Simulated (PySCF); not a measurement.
# How methods differ on the excitation energy of Pb(2+)

Pb(2+) [Xe] 4f14 5d10 6s2 (1S) → Pb(2+) [Xe] 4f14 5d9 6s2 6p1 (high-spin determinant), as a difference of total energies. Computed with PySCF 2.14 in def2-QZVPPD with the def2 core potential (60 electrons) (8s6p5d4f1g, 88 functions), with a scalar-relativistic core potential. Correlated levels: valence and next inner shell: nothing frozen outside the core potential. The calculations carry no spin-orbit coupling.

| method | excitation energy (eV) |
| --- | --- |
| UHF | 20.761 |
| LDA | 21.314 |
| PBE | 21.265 |
| PBE0 | 21.312 |
| r2SCAN | 21.441 |
| LC-wPBE | 20.947 |
| B3LYP | 21.249 |
| revPBE | 21.286 |
| MP2 (valence and next inner shell) | 21.677 |
| SCS-MP2 (valence and next inner shell) | 21.566 |

Task: How much does correlation contribute at MP2 (valence and next inner shell)?

Result: 21.677 − (20.761) = 0.916 eV, measured against UHF.

The determinant of the upper state mixes LS terms, which raises its energy above the lowest term, most at the Hartree-Fock and MP2 levels.
